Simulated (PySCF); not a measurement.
Geometry (Å), atoms numbered from 1 in this order:
```xyz
20

C     0.0971   -1.6161   -1.9975
C    -0.5849   -0.7140   -1.2885
P     0.1596    0.0076    0.1745
N     1.5847   -0.4659    0.5604
Si    3.2015   -0.0326    0.2579
C    -0.5878    1.6235    0.4859
C    -1.0978    0.4661    1.3790
C    -2.5461    0.0547    1.3474
H    -0.3224   -2.0700   -2.8996
H     1.1003   -1.9225   -1.6839
H    -1.5890   -0.3899   -1.5800
H     3.4150    1.4561    0.1863
H     3.7216   -0.5952   -1.0367
H     4.0926   -0.5533    1.3412
H     0.0348    2.3861    0.9647
H    -1.2890    2.0263   -0.2543
H    -0.6565    0.4914    2.3842
H    -2.9399    0.0090    0.3214
H    -3.1646    0.7783    1.9032
H    -2.6881   -0.9358    1.8045
```

Geometry: PBE0-D3(BJ)/def2-SVP; GIAO absolute shieldings from PySCF 2.14, gas phase, non-relativistic, averaged over equivalent atoms.

At KT3/pcSseg-1 (210 basis functions, 49 s wall time on 1 thread of an Intel Xeon Platinum 8559C, shared host):
```tsv
atoms	σ (ppm)
C1	47.0
C2	58.1
C7	156.5
C6	161.4
C8	164.3
P3	433.0
N4	264.7
Si5	431.7
H9	24.69
H10	24.78
H11	25.69
H12/H13/H14	26.49
H15	29.23
H17	29.46
H18/H19/H20	30.11
H16	30.62
```

Predict the values at PBE0/pcSseg-1 on the same geometry.

Results:


```
      atoms  σ at PBE0/pcSseg-1  change
         C1                34.4   -12.6
         C2                48.7    -9.4
         C7               162.2    +5.7
         C6               164.8    +3.4
         C8               167.9    +3.6
         P3               418.3   -14.7
         N4               274.2    +9.5
        Si5               416.9   -14.8
         H9               24.37   -0.32
        H10               24.36   -0.42
        H11               25.49   -0.20
H12/H13/H14               26.39   -0.10
        H15               29.22   -0.01
        H17               29.54   +0.08
H18/H19/H20               30.10   -0.01
        H16               30.69   +0.07
```

The largest change is at Si5 (silicon bonded to N, 3 H). Cost: 210 basis functions, 34 s wall time on 1 thread of an Intel Xeon Platinum 8559C, shared host. The order of the carbon signals is the same at both levels.
